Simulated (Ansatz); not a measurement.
Basis-set extrapolation for Cl2H4O2Si2 (`O[SiH2]O[SiH](Cl)Cl`) (PBE0-D4/def2-TZVP geometry, frozen core, Ansatz 0.2.0). Multiplicity 1, RHF reference.

```json
{"": "HF", "def2-TZVPP": "-1649.316252", "def2-QZVPP": "-1649.368494"}
{"": "MP2 correlation", "def2-TZVPP": "-1.084117", "def2-QZVPP": "-1.182370"}
{"": "CCSD(T) correlation", "def2-TZVPP": "-1.181703", "def2-QZVPP": "not run"}
```

Energies in hartree. Use E(X) = E(∞) + A·exp(−7.88·√X) for Hartree–Fock and E(X) = E(∞) + B·X^(−2.97) for correlation, with X = 3 and 4, and add CCSD(T) minus MP2 of the smaller set to the MP2 limit.

Question: What is the CCSD(T) energy at the basis-set limit?

Answer: HF limit: -1649.368494 + (-0.052242) × 0.13774 = -1649.37569. MP2 limit: -1.182370 + (-0.098253) × 0.74074 = -1.25515. Higher-order term: -1.181703 − (-1.084117) = -0.09759. Total: -1650.72843 hartree, 605.1 kJ/mol below CCSD(T)/def2-TZVPP.
